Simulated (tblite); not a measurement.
Question: Give a GFN2-xTB geometry of `[H]/N=C\CO[Si@@H]([SiH3])C#N`.

Answer: 
```xyz
16
C3H8N2OSi2 angstrom
N     -2.0715    3.0862    1.0732
C     -1.8112    2.0833    0.5826
Si    -1.3354    0.4307   -0.1783
Si    -1.7685   -1.3770    1.1764
O      0.2850    0.3748   -0.2936
C      1.1808    1.2764   -0.8730
C      2.5906    0.7524   -0.7692
N      2.9583   -0.3292   -0.2638
H     -1.9373    0.5752   -1.5162
H     -1.2895   -2.6311    0.5875
H     -3.2215   -1.4811    1.3248
H     -1.1815   -1.2649    2.5142
H      0.9350    1.4360   -1.9310
H      1.1170    2.2494   -0.3683
H      3.3497    1.4055   -1.1898
H      2.1922   -0.8900    0.1130
```

Any rigid rotation of these coordinates is as good. Atoms count from 1 in this order. N8 (imine nitrogen) is bent (angle 113.8°). Si3 (oxygen-bound silicon) is distorted tetrahedral (angles from 100.2° to 122.3°). The C–N distances run from 1.147 Å (N1≡C2, drawn triple) to 1.249 Å (C7=N8, drawn double), a spread of 0.102 Å. Si4 (SiH3 silicon) is distorted tetrahedral (angles from 107.5° to 113.7°).

Bonds between heavy atoms (Å): N1≡C2 1.147, C2–Si3 1.880, Si3–Si4 2.300, Si3–O5 1.625, O5–C6 1.397, C6–C7 1.508, C7=N8 1.249.

Computed geometry: GFN2-xTB, gas phase.

Point group: C1 (no symmetry element, even within 0.4 Å). Its GFN2-xTB frequencies are all real (lowest 18 cm⁻¹). The numbers are those of one conformer (C2–Si3–O5–C6 -53°, Si3–O5–C6–C7 -178°, O5–C6–C7–N8 1°).
